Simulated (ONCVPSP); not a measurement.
**Before and after: ONCV potential for phosphorus (P)**

phosphorus (P), optimised norm-conserving Vanderbilt (ONCV), made with ONCVPSP 4.0.1 (PBE, scalar-relativistic). Core [He], reference 2s2 2p6 3s2 3p2.5 (charge +0.5). Waves: 2s+3s: rc 0.75 bohr, ncon 4, nbas 7, qcut 19.6 1/bohr, 2 projectors; 2p+3p: rc 0.90 bohr, ncon 4, nbas 7, qcut 17.8 1/bohr, 3 projectors, debl 1.4 Ha. Local part: polynomial inside 0.60 bohr (lpopt 4, dvloc0 4 Ha). Core correction: none.

Change: s: qcut 26.8.

Cutoffs: the cutoffs (Ha) at which the residual kinetic energy of the hardest occupied pseudo-wave falls to 1 and 0.1 mHa per electron; they do not see the model core or the augmentation charge, which bear on the density cutoff. Errors are all-electron minus pseudo energies relative to the spin-unpolarised reference configuration.

How do hardness, ghosts and transferability respond?

The potential gets harder (113 Ha and 130 Ha → 187 Ha and 229 Ha); a bound ghost appears in s, which as a rule spoils a file; of the 4 tests that both files solve, the error grows in 0 and shrinks in 1 by more than 15 % and 0.3 meV (median size 0.1 → 0.1 meV). The waves are optimised to have the least kinetic energy above qcut, so the cutoff follows it (qcut²/2 in Ha).

```csv
quantity,base,changed
"cutoff, loose",113 Ha,187 Ha
"cutoff, tight",130 Ha,229 Ha
loose cutoff by channel,"s 107 Ha, p 113 Ha","s 187 Ha, p 113 Ha"
bound ghosts,none,s
GHOST(+) flags under 300 eV,none,none
"error for 2s2 2p6 3s2 3p3, meV [ΔE -3.77 eV]",0.0,0.0
"error for 2s2 2p6 3s2 3p2, meV [ΔE 5.95 eV]",+0.1,0.0
"error for 2s2 2p6 3s2 3p1, meV [ΔE 25.10 eV]",+1.4,+0.8
"error for 2s2 2p6 3s1 3p3, meV [ΔE 15.08 eV]",0.0,+0.1
s: phases at 0.76 bohr within 0.05 rad from the reference energy up to (Ha; the scan ends near 5),to the end of the scan,to the end of the scan
p: phases at 0.91 bohr within 0.05 rad from the reference energy up to (Ha; the scan ends near 5),to the end of the scan,to the end of the scan
```

 A true bound ghost makes a file unfit for plane-wave use even where its test errors are small: the radial tests pick states by their node count and pass the ghost by.
